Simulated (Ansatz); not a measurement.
Calculated with Ansatz (gas phase, PBE0-D4/def2-TZVP geometries, no zero-point term in ΔE). CCSD(T)/CBS is the MP2 limit (def2-TZVPP, def2-QZVPP) plus CCSD(T) − MP2 in def2-TZVPP, frozen cores. For Br outer-core shells are correlated without core-valence functions, which leaves a few kJ/mol of doubt a bond. Scalar relativity is left out up to krypton. Each species was taken in one conformer, which may not be the lowest.

`FB1C[SiH]1Br` + `C[S][AlH][Cl]` → `Br[SiH]1BC1` + `C[S][Al]([F])[Cl]`  (redistribution)

`FB1C[SiH]1Br`:

Z-matrix (Å, degrees):
```
C
B 1 1.517
Si 1 1.951 2 66.3
H 1 1.097 2 114.9 3 -81.9
H 1 1.088 2 126.0 3 131.5
F 2 1.310 1 135.4 3 -149.8
Br 3 2.215 1 121.8 2 104.5
H 3 1.479 1 110.2 2 -126.1
```

`C[S][AlH][Cl]`:

```xyz
8

C     1.037    0.980   -0.041
S    -0.070    0.312    1.246
Al   -1.191   -1.116    0.079
Cl   -2.668   -2.234    1.050
H     0.859    0.519   -1.013
H     0.870    2.053   -0.121
H     2.068    0.795    0.256
H    -0.906   -1.308   -1.457
```

`Br[SiH]1BC1`:

Cartesian coordinates in Å:
```
Br -1.287 1.581 2.040
Si -0.960 0.311 0.256
B 0.450 0.578 -0.970
C 0.755 -0.672 -0.235
H -1.948 -0.786 0.312
H 1.142 1.463 -1.347
H 0.098 -1.547 -0.183
H 1.749 -0.929 0.127
```

`C[S][Al]([F])[Cl]`:

Z-matrix (Å, degrees):
```
C
S 1 1.828
H 1 1.089 2 108.2
H 1 1.088 2 112.0 3 120.7
H 1 1.089 2 108.2 3 -118.6
Al 2 2.145 1 101.2 3 -120.8
Cl 6 2.075 2 121.4 1 -180.0
F 6 1.644 2 119.5 1 -0.0
```

| species | CCSD(T)/def2-TZVPP energy (Eh) |
| --- | --- |
| `FB1C[SiH]1Br` | -3026.16869 |
| `C[S][AlH][Cl]` | -1140.00321 |
| `Br[SiH]1BC1` | -2926.96207 |
| `C[S][Al]([F])[Cl]` | -1239.23508 |

Question: Work out ΔE.

Answer: ΔE = (-2926.96207) + (-1239.23508) − (-3026.16869) − (-1140.00321) = -0.02525 Eh = -0.69 eV. CCSD(T)/CBS gives -0.73 eV.

Largest T1 diagnostic among the species: 0.012.

In def2-TZVPP, CCSD(T) changes the Hartree–Fock value by −0.15 eV (the triples alone add −0.02 eV) and MP2 by −0.22 eV.
